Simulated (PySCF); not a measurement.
# Computed vibrations of [Bi(NH3)3]3+

[Bi(NH3)3]3+ (singlet). PySCF 2.14.0, RKS PBE0, Bi def2-SVP with ECP60, N def2-SVP, H def2-SVP; non-relativistic Hamiltonian with scalar-relativistic core potentials where named; density fitting; no spin-orbit coupling. Central differences of gradients.

```xyz
13

Bi    0.0000    0.0000    0.0000
N     2.4937    0.0021    0.0000
H     2.9070   -0.4753    0.8218
H     2.9070   -0.4753   -0.8218
H     2.9101    0.9499    0.0000
N    -1.2487    2.1586    0.0000
H    -1.0419    2.7552    0.8218
H    -1.0419    2.7552   -0.8218
H    -2.2777    2.0453    0.0000
N    -1.2451   -2.1607    0.0000
H    -1.8651   -2.2799    0.8218
H    -1.8651   -2.2799   -0.8218
H    -0.6325   -2.9952    0.0000
```

Run from Python with OMP_NUM_THREADS=2. Where DIIS fails, smearing, a level shift and second-order steps follow.
It took 71 s on 2 threads of Arm Neoverse V2 (shared host).

**Question.** What are the harmonic wavenumbers and infrared intensities?

**Answer.** Modes are labelled in C3h; negative numbers are unstable modes, those under 60 cm⁻¹ near the noise; a finer grid moves soft modes by up to 10 cm⁻¹.
```csv
cm⁻¹,km/mol,symmetry
-230,–,a''
-40,–,e''
-40,–,e''
-31,–,a''
45,30.8,e'
45,30.8,e'
303,10.8,e'
303,10.8,e'
340,0.0,a'
576,89.7,a''
676,0.0,a'
680,0.0,e''
680,0.0,e''
697,23.2,e'
697,23.2,e'
1348,0.0,a'
1350,65.8,e'
1350,65.8,e'
1586,200.9,a''
1591,95.9,e'
1591,95.9,e'
1593,0.0,a'
1594,0.0,e''
1594,0.0,e''
3342,554.1,e'
3342,554.1,e'
3355,0.0,a'
3436,514.0,a''
3438,0.0,e''
3438,0.0,e''
3449,0.0,a'
3451,247.9,e'
3451,247.9,e'
```

**Question.** Is this a minimum?

**Answer.** No: 4 unstable; the lowest moves the atoms so:
```
Bi   0.00  0.00 -0.07
N    0.00  0.00  0.31
H    0.07  0.00  0.27
H   -0.07  0.00  0.27
H    0.00  0.00  0.29
N    0.00  0.00  0.31
H   -0.03  0.06  0.27
H    0.03 -0.06  0.27
H    0.00  0.00  0.29
N    0.00  0.00  0.31
H   -0.04 -0.06  0.27
H    0.04  0.06  0.27
H    0.00  0.00  0.29
```
